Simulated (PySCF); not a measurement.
C3H7NSi, SMILES C#C[SiH2]CN.

The structure is a stationary point at B3LYP-D3(BJ)/def2-SVP. The structure was generated by enumeration, and PubChem lists no compound with its InChIKey, so it may never have been made. Other conformers were not sampled.

Two levels are set side by side: PBE/def2-TZVP (PySCF) and B3LYP/def2-TZVP (PySCF). Same geometry, gas phase. Differences are taken from unrounded values.

| quantity | B3LYP |
|---|---|
| orbital gap (eV) | 6.37 |
| highest occupied level (eV) | -6.72 |
| lowest empty level (eV) | -0.35 |
| dipole moment (D) | 1.67 |
| mean polarisability (bohr³) | 68.1 |

### Question
What does PBE give, and how far is it from B3LYP? (Estimate from the structure and the level; the computed values follow.)

### Answer

| quantity | PBE | PBE minus B3LYP |
|---|---|---|
| orbital gap (eV) | 4.42 | -1.95 |
| highest occupied level (eV) | -5.49 | 1.23 |
| lowest empty level (eV) | -1.07 | -0.72 |
| dipole moment (D) | 1.69 | 0.02 |
| mean polarisability (bohr³) | 70.3 | 2.2 |

PBE's occupied levels lie high since its potential decays too fast outside the molecule; exact exchange lowers them and widens the gap. PBE's more diffuse valence density responds more strongly to a field. Differences between two approximate levels are no errors against the true value.

Rough cost on one machine, each run with all the roots and properties that it gave: B3LYP against PBE within a factor of 2.
